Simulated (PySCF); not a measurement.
# Relaxation of doublet RhH6

All numbers come from UPBE0 in PySCF with Rh def2-TZVP with ECP28, H def2-TZVP; scalar-relativistic core potentials, no spin–orbit coupling; density-fitted integrals. A (50,194) grid was used.

A start at the PBE0 minimum, of C2v symmetry, held to at least that symmetry:

```xyz
7
charge 0 multiplicity 2, angstrom
Rh    0.0000    0.0000    0.0145
H     1.6536    0.0000   -0.6303
H     1.2537    0.0000   -1.3501
H     1.0180    0.0000    1.2408
H    -1.6536    0.0000   -0.6303
H    -1.2537    0.0000   -1.3501
H    -1.0180    0.0000    1.2408
```

**Question.** What forces act on the atoms at the start (eV/Å)?

**Answer.** 
```
atom     Fx    Fy     Fz
 Rh1   0.00  0.00   0.50
  H2  -0.01  0.00  -0.02
  H3  -0.18  0.00  -0.01
  H4  -0.32  0.00  -0.22
  H5   0.01  0.00  -0.02
  H6   0.18  0.00  -0.01
  H7   0.32  0.00  -0.22
```

**Question.** What does it relax to?

**Answer.** It ends at C2v with H–H 0.827 Å (×2), Rh–H 1.569 Å (×2), Rh–H 1.777 Å (×2), Rh–H 1.826 Å (×2); H–H–Rh 73.5° (×2), H–H–Rh 80.1° (×2), H–Rh–H 26.5° (×2), H–Rh–H 74.7°, H–Rh–H 77.0°, H–Rh–H 77.7° (×2), H–Rh–H 103.5° (×2), H–Rh–H 104.1° (×2), H–Rh–H 129.9°, H–Rh–H 152.4° (×2), H–Rh–H 178.9° (×2). A frequency run shows a minimum. Other isomers or separated fragments may lie lower.

**Question.** How much energy is released, and in how many steps?

**Answer.** 4.0 kJ/mol in 8 steps.

Other spin states or occupations of the open shell can lie lower.

The relaxation took 30 s on 2 threads of a shared Arm Neoverse N1 host, with 76 basis functions and 9 gradients; the process peaked at 0.73 GiB.
